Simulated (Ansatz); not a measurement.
Input file for Ansatz (a quantum-chemistry and plane-wave program): R-PBE/def2-TZVPP on H2SSi (SMILES [SiH]S), a point of a torsion scan.

Ansatz 0.2 input:
```yaml
crystal:
  periodic: [false, false, false]
  atoms:
    - {symbol: Si, position_ang: [1.00389724, 0.62196644, -0.39315486]}
    - {symbol: S, position_ang: [-1.01988839, 0.51054191, 0.39316710]}
    - {symbol: H, position_ang: [1.50484640, -0.58770311, 0.30173804]}
    - {symbol: H, position_ang: [-0.95577383, -0.57556089, 1.15165674]}
basis:
  gaussian:
    orbitals: def2-TZVPP
hamiltonian:
  xc: {name: PBE}
scf: {lower_state_search: off}
```

It printed:

```
WARN ansatz: RAYON_NUM_THREADS=1 ignored (pool sized by the plan → 1); use --threads N
Functional definition: PBE
these checks for a lower state are left out or cut short: stability, starts, cluster_reference, orbital_swaps, neighbouring_geometries, increment
integrals: 0.03 GiB planned
690 factors; their error is unknown
mean field: 0.25 GiB planned
mean field evaluation 1: about -18735.5488 eV, gradient 1.9e1 eV
mean field evaluation 2: about -18734.4405 eV, gradient 2.8e1 eV
mean field evaluation 4: about -18736.6965 eV, gradient 2.5e0 eV
mean field evaluation 8: about -18736.6947 eV, gradient 1.8e-2 eV
mean field evaluation 16: about -18736.6947 eV, gradient 2.7e-6 eV
mean field -18736.69465166 eV, -688.5608282609 hartree, gradient 2.7e-6 eV, S^2 0.000000; 0 other end points of the search recorded, 0 dependent functions left out
reference -18736.69468102 eV, -688.5608293397 hartree; 16, 16 occupied and 96, 96 virtual orbitals, 690 factors
Total energy: -18736.69468102 eV, -688.5608293397 hartree
Checks for a lower state left out: stability, starts, cluster_reference, orbital_swaps, neighbouring_geometries, increment
```

The calculation finished and met its thresholds.

Cost: very roughly 0.8 core-seconds.
